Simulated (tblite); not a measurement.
Parent: `[CH2:1]=[C:2]1[CH2:3][SiH2:4]1`, C3H6Si.

Computed geometry: GFN2-xTB, gas phase. One conformer each, not checked by frequencies here.

| coordinate of the parent | value |
| --- | --- |
| C1=C2 | 1.314 Å |
| C2–C3 | 1.506 Å |
| C3–Si4 | 1.900 Å |
| C2–Si4 | 1.857 Å |
| C1–C2–C3 | 137.4° |
| C1–C2–Si4 | 154.7° |
| C3–C2–Si4 | 67.9° |
| C2–C3–Si4 | 64.9° |
| C2–Si4–C3 | 47.2° |

Task: How does the shared frame change in `[CH2:1]=[C:2]1[SiH2:3][C@@H:4]1[NH:5][C:6]([CH3:7])=[O:8]` with Si3–C4–N5–C6 128°, C4–N5–C6–C7 180°, C5H9NOSi? Atoms pair as C1 = C1, C2 = C2, C3 = C4, Si4 = Si3 (parent first).

Result: 
| parent | relative | value in the relative | change |
| --- | --- | --- | --- |
| C1=C2 | C1=C2 | 1.317 Å | +0.003 |
| C2–C3 | C2–C4 | 1.500 Å | -0.006 |
| C3–Si4 | C4–Si3 | 1.923 Å | +0.023 |
| C2–Si4 | C2–Si3 | 1.861 Å | +0.004 |
| C1–C2–C3 | C1–C2–C4 | 135.5° | -1.9 |
| C1–C2–Si4 | C1–C2–Si3 | 153.2° | -1.5 |
| C3–C2–Si4 | C4–C2–Si3 | 68.8° | +0.9 |
| C2–C3–Si4 | C2–C4–Si3 | 64.5° | -0.4 |
| C2–Si4–C3 | C2–Si3–C4 | 46.7° | -0.5 |

Of the parent's bonds, C3–Si4 changes most (+0.023 Å). Bonds of the relative outside the shared frame: C4–N5 1.430, N5–C6 1.352, C6–C7 1.517, C6=O8 1.214 Å. Point group Cs → C1.

Task: How does the shared frame change in `[CH2:1]=[C:2]1[SiH2:3][C@H:4]1[c:5]1[cH:6][cH:7][cH:8][cH:9][cH:10]1` with Si3–C4–C5–C6 -125°, C9H10Si? Atoms pair as C1 = C1, C2 = C2, C3 = C4, Si4 = Si3 (parent first).

Result: 
```json
{"parent": "C1=C2", "relative": "C1=C2", "value in the relative": "1.314 Å", "change": "0.000"}
{"parent": "C2–C3", "relative": "C2–C4", "value in the relative": "1.508 Å", "change": "+0.002"}
{"parent": "C3–Si4", "relative": "C4–Si3", "value in the relative": "1.930 Å", "change": "+0.030"}
{"parent": "C2–Si4", "relative": "C2–Si3", "value in the relative": "1.851 Å", "change": "-0.006"}
{"parent": "C1–C2–C3", "relative": "C1–C2–C4", "value in the relative": "136.0°", "change": "-1.4"}
{"parent": "C1–C2–Si4", "relative": "C1–C2–Si3", "value in the relative": "154.6°", "change": "-0.1"}
{"parent": "C3–C2–Si4", "relative": "C4–C2–Si3", "value in the relative": "69.3°", "change": "+1.4"}
{"parent": "C2–C3–Si4", "relative": "C2–C4–Si3", "value in the relative": "63.8°", "change": "-1.1"}
{"parent": "C2–Si4–C3", "relative": "C2–Si3–C4", "value in the relative": "46.9°", "change": "-0.3"}
```

Of the parent's bonds, C3–Si4 changes most (+0.030 Å). Bonds of the relative outside the shared frame: C4–C5 1.468, C5–C6 1.394, C6–C7 1.382, C7–C8 1.385, C8–C9 1.385, C9–C10 1.381, C5–C10 1.394 Å. Point group Cs → C1.
